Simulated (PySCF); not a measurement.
PbI, SMILES [Pb+][I] (connectivity only; charge and spin as stated), charge +1, multiplicity 1. Atoms are numbered in the order given.

```xyz
2

Pb     0.0000     0.0000    -1.0515
I      0.0000     0.0000     1.6269
```
Charge +1, spin multiplicity 1.

Geometry: r2SCAN-D4/def2-TZVP. The multiplicity is an assumed one; other spin states were not compared. The def2 effective core potentials stand for the cores of I, Pb; spin–orbit coupling is left out.

These are TDA-PBE/def2-TZVPD (PySCF) values and carry that method's errors.

Vertical excitations; the highest root listed may be one member of a degenerate set. The molecule is in vacuum. State labels are in the subgroup C2v.

```
state  symmetry  energy (eV)  λ (nm)      f                                              main pairs
-----  --------  -----------  ------  -----  ------------------------------------------------------
S1           A2         2.91     426  0.000                      HOMO−1→LUMO+1 50 %, HOMO→LUMO 50 %
S2           A1         3.08     403  0.000               HOMO→LUMO+1, HOMO−1→LUMO (degenerate set)
S3           A2         3.08     403  0.000               HOMO→LUMO, HOMO−1→LUMO+1 (degenerate set)
S4           B2         3.73     333  0.005                          HOMO−2→LUMO+1 (degenerate set)
S5           B1         3.73     333  0.005                            HOMO−2→LUMO (degenerate set)
S6           A1         4.34     285  0.097  HOMO−1→LUMO 38 %, HOMO→LUMO+1 38 %, HOMO−2→LUMO+2 23 %
S7           B1         5.48     226  0.002                          HOMO−1→LUMO+2 (degenerate set)
S8           B2         5.48     226  0.002                            HOMO→LUMO+2 (degenerate set)
S9           B1         7.77     160  0.151                          HOMO−1→LUMO+3 (degenerate set)
S10          B2         7.77     160  0.151                            HOMO→LUMO+3 (degenerate set)
T1           A1         2.52     491      0                      HOMO→LUMO+1 50 %, HOMO−1→LUMO 50 %
T2           A1         2.69     462      0               HOMO−1→LUMO, HOMO→LUMO+1 (degenerate set)
T3           A2         2.69     462      0               HOMO−1→LUMO+1, HOMO→LUMO (degenerate set)
T4           A2         2.91     426      0                      HOMO→LUMO 50 %, HOMO−1→LUMO+1 50 %
```
Triplets are in the Tamm–Dancoff approximation.
